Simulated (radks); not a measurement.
Results of a calculation; reference values are marked as such.
Problem. Ionisation of Nd+, [Xe] 4f4 6s1, to Nd2+, [Xe] 4f4, under several functionals. Scalar-relativistic Kohn-Sham, spin-polarised, spherical densities, point nucleus; open shells are filled with parallel spins first (spin-orbit coupling, left out, can overturn this in heavy ions); a radial shooting solver on a logarithmic mesh with Libxc functionals. The NIST Atomic Spectra Database gives 10.78 eV (semi-empirical). Rank these functionals by the error of their Delta-SCF ionisation energy: LDA (Slater exchange, Perdew-Wang correlation); revPBE; exchange-only B88; AM05; OLYP.

Solution. From best to worst: OLYP 10.755 eV (-0.028); exchange-only B88 10.683 eV (-0.100); revPBE 10.936 eV (+0.153); AM05 10.960 eV (+0.177); LDA (Slater exchange, Perdew-Wang correlation) 11.233 eV (+0.450). Open shells are spherical and high-spin; term and fine-structure splittings are not resolved. Spin-orbit splitting is averaged out at the scalar-relativistic level.
